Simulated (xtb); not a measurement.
xtb input file for Si(AsH2)(F)(OH)2 (AsFH₄O₂Si), SMILES O[Si](O)(F)[AsH2], GFN2-xTB. 

```
$ xtb mol.xyz --gfn 2 --sp --chrg 0 --uhf 0 --json
$ cat mol.xyz
9

O     -0.85203772    -1.11663389     1.51681493
Si    -0.77931137    -0.19453374     0.19858998
O     -1.81783537     1.04372398     0.39210231
F     -1.41110043    -1.04369640    -1.04003033
As     1.37271520     0.36870068    -0.34795827
H     -1.69516578    -1.35727255     1.89692307
H     -2.11781430     1.53378513    -0.36768949
H      1.54119142     1.17939410     0.90480542
H      1.94143478    -0.82300962     0.35725893
```

Program output:

```
[banner left out]
          |                Calculation Setup                |
           -------------------------------------------------



           -------------------------------------------------
          |                 G F N 2 - x T B                 |
           -------------------------------------------------

        Reference                      10.1021/acs.jctc.8b01176
      * Hamiltonian:
        H0-scaling (s, p, d)           1.850000    2.230000    2.230000
        zeta-weighting                 0.500000
      * Dispersion:
        s8                             2.700000
        a1                             0.520000
        a2                             5.000000
        s9                             5.000000
      * Repulsion:
        kExp                           1.500000    1.000000
        rExp                           1.000000
      * Coulomb:
        alpha                          2.000000
        third order                    shell-resolved
        anisotropic                    true
        a3                             3.000000
        a5                             4.000000
        cn-shift                       1.200000
        cn-exp                         4.000000
        max-rad                        5.000000


          ...................................................
          :                      SETUP                      :
          :.................................................:
          :  # basis functions                  36          :
          :  # atomic orbitals                  34          :
          :  # shells                           16          :
          :  # electrons                        32          :
          :  max. iterations                   250          :
          :  Hamiltonian                  GFN2-xTB          :
          :  restarted?                      false          :
          :  GBSA solvation                  false          :
          :  PC potential                    false          :
          :  electronic temp.          300.0000000     K    :
          :  accuracy                    1.0000000          :
          :  -> integral cutoff          0.2500000E+02      :
          :  -> integral neglect         0.1000000E-07      :
          :  -> SCF convergence          0.1000000E-05 Eh   :
          :  -> wf. convergence          0.1000000E-03 e    :
          :  Broyden damping             0.4000000          :
          :  net charge                          0          :
          :  unpaired electrons                  0          :
          ...................................................

 iter      E             dE          RMSdq      gap      omega  full diag
   1    -19.1717842 -0.191718E+02  0.718E+00    4.84       0.0  T
   2    -19.2342416 -0.624574E-01  0.616E+00    5.28       1.0  T
   3    -19.2512847 -0.170431E-01  0.360E+00    5.30       1.0  T
   4    -19.2429778  0.830690E-02  0.202E+00    5.50       1.0  T
   5    -19.2525393 -0.956148E-02  0.823E-01    5.49       1.0  T
   6    -19.2533763 -0.836999E-03  0.103E-01    5.49       1.0  T
   7    -19.2533938 -0.174969E-04  0.450E-02    5.49       1.0  T
   8    -19.2533912  0.256039E-05  0.450E-02    5.49       1.0  T
   9    -19.2533972 -0.600116E-05  0.951E-03    5.49       3.5  T
  10    -19.2533972 -0.300925E-07  0.323E-03    5.49      10.3  T
  11    -19.2533972  0.213873E-07  0.263E-03    5.49      12.7  T
  12    -19.2533972 -0.231328E-07  0.567E-04    5.49      58.8  T
  13    -19.2533972 -0.584254E-09  0.274E-04    5.49     121.5  T

   *** convergence criteria satisfied after 13 iterations ***

         #    Occupation            Energy/Eh            Energy/eV
      -------------------------------------------------------------
         1        2.0000           -0.8527234             -23.2038
       ...           ...                  ...                  ...
        10        2.0000           -0.4978465             -13.5471
        11        2.0000           -0.4907725             -13.3546
        12        2.0000           -0.4774203             -12.9913
        13        2.0000           -0.4766725             -12.9709
        14        2.0000           -0.4413633             -12.0101
        15        2.0000           -0.4255775             -11.5806
        16        2.0000           -0.3881466             -10.5620 (HOMO)
        17                         -0.1864635              -5.0739 (LUMO)
        18                         -0.1695846              -4.6146
        19                         -0.1091784              -2.9709
        20                         -0.1045863              -2.8459
        21                         -0.0236588              -0.6438
       ...                                ...                  ...
        34                          1.2601325              34.2900
      -------------------------------------------------------------
                  HL-Gap            0.2016831 Eh            5.4881 eV
             Fermi-level           -0.2873051 Eh           -7.8180 eV

 SCC (total)                   0 d,  0 h,  0 min,  0.007 sec
 SCC setup                      ...        0 min,  0.000 sec (  1.164%)
 Dispersion                     ...        0 min,  0.000 sec (  0.491%)
 classical contributions        ...        0 min,  0.000 sec (  0.223%)
 integral evaluation            ...        0 min,  0.001 sec ( 16.232%)
 iterations                     ...        0 min,  0.004 sec ( 51.797%)
 molecular gradient             ...        0 min,  0.002 sec ( 28.717%)
 printout                       ...        0 min,  0.000 sec (  1.231%)

         :::::::::::::::::::::::::::::::::::::::::::::::::::::
         ::                     SUMMARY                     ::
         :::::::::::::::::::::::::::::::::::::::::::::::::::::
         :: total energy             -19.162716187973 Eh    ::
         :: gradient norm              0.000111126743 Eh/a0 ::
         :: HOMO-LUMO gap              5.488077158482 eV    ::
         ::.................................................::
         :: SCC energy               -19.253391471919 Eh    ::
         :: -> isotropic ES            0.074608296993 Eh    ::
         :: -> anisotropic ES         -0.002920297412 Eh    ::
         :: -> anisotropic XC         -0.001240586307 Eh    ::
         :: -> dispersion             -0.005918209083 Eh    ::
         :: repulsion energy           0.090675283946 Eh    ::
         :: add. restraining           0.000000000000 Eh    ::
         :: total charge              -0.000000000000 e     ::
         :::::::::::::::::::::::::::::::::::::::::::::::::::::

           -------------------------------------------------
          |                Property Printout                |
           -------------------------------------------------

    * Orbital Energies and Occupations

         #    Occupation            Energy/Eh            Energy/eV
      -------------------------------------------------------------
         1        2.0000           -0.8527234             -23.2038
       ...           ...                  ...                  ...
         4        2.0000           -0.6432646             -17.5041
         5        2.0000           -0.6006081             -16.3434
         6        2.0000           -0.5799543             -15.7814
         7        2.0000           -0.5482712             -14.9192
         8        2.0000           -0.5152208             -14.0199
         9        2.0000           -0.5068285             -13.7915
        10        2.0000           -0.4978465             -13.5471
        11        2.0000           -0.4907725             -13.3546
        12        2.0000           -0.4774203             -12.9913
        13        2.0000           -0.4766725             -12.9709
        14        2.0000           -0.4413633             -12.0101
        15        2.0000           -0.4255775             -11.5806
        16        2.0000           -0.3881466             -10.5620 (HOMO)
        17                         -0.1864635              -5.0739 (LUMO)
        18                         -0.1695846              -4.6146
        19                         -0.1091784              -2.9709
        20                         -0.1045863              -2.8459
        21                         -0.0236588              -0.6438
        22                         -0.0013224              -0.0360
        23                          0.0416919               1.1345
        24                          0.0770553               2.0968
        25                          0.1051928               2.8624
        26                          0.1557771               4.2389
        27                          0.1655991               4.5062
       ...                                ...                  ...
        34                          1.2601325              34.2900
      -------------------------------------------------------------
                  HL-Gap            0.2016831 Eh            5.4881 eV
             Fermi-level           -0.2873051 Eh           -7.8180 eV

     #   Z          covCN         q      C6AA      α(0)
     1   8 O        1.576    -0.463    22.164     6.353
     2  14 Si       3.183     0.641   138.037    24.824
     3   8 O        1.576    -0.489    22.711     6.431
     4   9 F        0.705    -0.313    12.485     4.172
     5  33 As       2.873     0.052   212.770    26.733
     6   1 H        0.811     0.316     0.674     1.289
     7   1 H        0.810     0.309     0.693     1.307
     8   1 H        0.972    -0.030     3.630     2.978
     9   1 H        0.972    -0.022     3.466     2.909

 Mol. C6AA /au·bohr⁶  :       1938.655786
 Mol. C8AA /au·bohr⁸  :      89650.749707
 Mol. α(0) /au        :         76.995069


Wiberg/Mayer (AO) data.
largest (>0.10) Wiberg bond orders for each atom

 ---------------------------------------------------------------------------
     #   Z sym  total        # sym  WBO       # sym  WBO       # sym  WBO
 ---------------------------------------------------------------------------
     1   8 O    2.192 --     2 Si   1.180     6 H    0.875
     2  14 Si   4.211 --     1 O    1.180     3 O    1.140     4 F    0.993
                             5 As   0.852
     3   8 O    2.158 --     2 Si   1.140     7 H    0.888
     4   9 F    1.127 --     2 Si   0.993
     5  33 As   2.992 --     9 H    0.985     8 H    0.983     2 Si   0.852
     6   1 H    0.900 --     1 O    0.875
     7   1 H    0.904 --     3 O    0.888
     8   1 H    0.999 --     5 As   0.983
     9   1 H    1.000 --     5 As   0.985
 ---------------------------------------------------------------------------

Topologies differ in total number of bonds
Writing topology from bond orders to xtbtopo.mol

molecular dipole:
                 x           y           z       tot (Debye)
 q only:        0.033       0.484      -0.017
   full:       -0.512       0.390       0.224       1.733
molecular quadrupole (traceless):
                xx          xy          yy          xz          yz          zz
 q only:        1.008      -0.788      -0.159      -2.515      -4.291      -0.849
  q+dip:       -0.546      -2.056       0.791      -1.202      -4.726      -0.245
   full:        0.516      -2.095       0.834      -1.128      -4.786      -1.350


           -------------------------------------------------
          | TOTAL ENERGY              -19.162716187973 Eh   |
          | GRADIENT NORM               0.000111126743 Eh/α |
          | HOMO-LUMO GAP               5.488077158482 eV   |
           -------------------------------------------------

------------------------------------------------------------------------
Note: The following floating-point exceptions are signalling: IEEE_UNDERFLOW_FLAG IEEE_DENORMAL
normal termination of xtb
------------------------------------------------------------------------
 total:
 SCF:
```

Self-consistency was reached.

Cost: roughly 0.03 core-seconds.
